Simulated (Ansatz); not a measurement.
`C[CH]([SiH3])[InH2]` + `FCS` → `FC[S][InH2]` + `CC[SiH3]`  (ligand exchange at the In–C bond)

Calculated with Ansatz (gas phase, PBE0-D4/def2-TZVP geometries, no zero-point term in ΔE). CBS: MP2 limit from def2 TZ/QZ plus the TZ coupled-cluster correction, frozen cores. Functionals use def2-TZVPP. B3LYP here is the variant with VWN-RPA as its local correlation; programs differ in this. Elements past krypton have def2 core potentials. For In outer-core shells are correlated without core-valence functions, which leaves a few kJ/mol of doubt a bond. Each species was taken in one conformer, which may not be the lowest.

`C[CH]([SiH3])[InH2]`:

```xyz
13

C    -0.130    0.841   -1.338
C    -0.174   -0.326   -0.348
Si   -1.206    0.055    1.157
In    1.805   -0.962    0.294
H     0.445    0.605   -2.238
H     0.329    1.729   -0.894
H    -1.135    1.132   -1.667
H    -0.621   -1.215   -0.811
H    -2.572    0.536    0.796
H    -1.341   -1.150    2.024
H    -0.563    1.128    1.972
H     2.043   -2.506    1.030
H     3.118    0.131    0.022
```

`FCS`:

Z-matrix (Å, degrees):
```
C
S 1 1.789
F 1 1.375 2 113.1
H 1 1.090 2 110.8 3 121.5
H 1 1.092 2 106.3 3 -118.9
H 2 1.342 1 96.6 3 -76.4
```

`FC[S][InH2]`:

```xyz
8

F     1.736   -0.737    0.502
C     0.607   -1.275   -0.079
S    -0.899   -0.734    0.749
In   -0.900    1.578    0.117
H     0.610   -0.992   -1.132
H     0.660   -2.361    0.020
H     0.248    1.976   -1.091
H    -2.063    2.545    0.913
```

`CC[SiH3]`:

Z-matrix (Å, degrees):
```
C
C 1 1.526
H 1 1.093 2 111.4
H 1 1.093 2 111.6 3 120.1
H 1 1.093 2 111.4 3 -119.8
Si 2 1.876 1 113.4 3 59.9
H 2 1.095 1 110.5 3 -178.6
H 2 1.095 1 110.5 3 -61.7
H 6 1.489 2 110.4 1 -59.6
H 6 1.489 2 110.4 1 59.7
H 6 1.489 2 111.1 1 -180.0
```

CCSD(T)/CBS gives -112.0 kJ/mol.

**Question.** Another level gave -112.9 kJ/mol. Which?
A. B3LYP-D4/def2-TZVPP
B. RPA@PBE/def2-TZVPP
C. BHLYP/def2-TZVPP
D. CCSD/def2-TZVPP

**Answer.** D. CCSD/def2-TZVPP -112.9, B3LYP-D4 -119.8, RPA@PBE/def2-TZVPP -106.6, BHLYP -126.6 kJ/mol.

**Question.** What do rigid-rotor, harmonic-oscillator terms from PBE0-D4/def2-TZVP frequencies (298.15 K, 1 bar) make of the CCSD(T)/CBS value? (Estimate.)

**Answer.** Ansatz gave: ΔZPE = +9.4 kJ/mol, ΔH = -103.4 kJ/mol, ΔS = -2 J/(mol·K), ΔG = -102.7 kJ/mol. Modes under 50 cm⁻¹ make the entropy rough.

Largest T1 diagnostic among the species: 0.014.

At CCSD(T), def2-SVP lies −6.3 kJ/mol from the extrapolated value and def2-TZVPP +0.6 kJ/mol. The D4 term adds +4.1 kJ/mol with B3LYP and +2.3 kJ/mol with PBE0; it sums over pairs of atoms, weighted by their polarisabilities, and B3LYP, whose exchange is more repulsive, gets the larger term. From BLYP to BHLYP (50 % exact exchange), in def2-TZVPP and without D4, ΔE moves by −3.5 kJ/mol.

CCSD(T)/CBS has its own doubt, a few kJ/mol and more with outer-core shells, so smaller differences from it don't rank the levels.
